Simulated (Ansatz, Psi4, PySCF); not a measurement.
C2H6N (SMILES C=[NH+]C), charge +1, singlet, geometry from GFN2-xTB. Base run: CCSD(T)/STO-3G (PySCF).

Input for PySCF:
```python
from pyscf import gto, scf, cc

mol = gto.M(
    atom='''
C     1.19670548    0.19800153   -0.25514348
N     0.15620289   -0.25883000    0.29860321
C    -1.19281822    0.05866004   -0.04418099
H     1.11956830    0.90336850   -1.07597570
H     2.18586447   -0.09844992    0.07041593
H     0.24717746   -0.92434630    1.07269205
H    -1.70467681    0.47811026    0.82533553
H    -1.23680754    0.76725567   -0.86945039
H    -1.72786969   -0.85409755   -0.31729306
''',
    basis='sto-3g',
    charge=1,
    verbose=4,
)

mf = scf.RHF(mol)
mf.kernel()

mycc = cc.CCSD(mf)
mycc.kernel()
et = mycc.ccsd_t()
print('E(CCSD(T)) = %.10f' % (mycc.e_tot + et))
```

The same geometry, method and basis name were run in Ansatz (a program for electronic structure) and Psi4 and PySCF, at each program's defaults and at the settings that a row names. The base is PySCF at its defaults. Differences at the defaults can come from grids, fitting, cores and function types together.

```tsv
code and settings	ΔE vs base (µEh)	basis functions	E (Eh)	SCF cycles
PySCF, defaults (exact integrals, spherical functions, all electrons correlated)	0.0	21	-132.04493	9
Psi4, defaults (exact integrals, spherical functions, all electrons correlated)	0.0	21	-132.04493	10
Ansatz, defaults (factorised integrals, spherical functions, frozen core)	1077	21	-132.04385	-
PySCF, frozen core	1067	21	-132.04386	9
Psi4, exact integrals, spherical functions, frozen core	1067	21	-132.04386	10
Ansatz, high accuracy, frozen core	1067	21	-132.04386	-
```
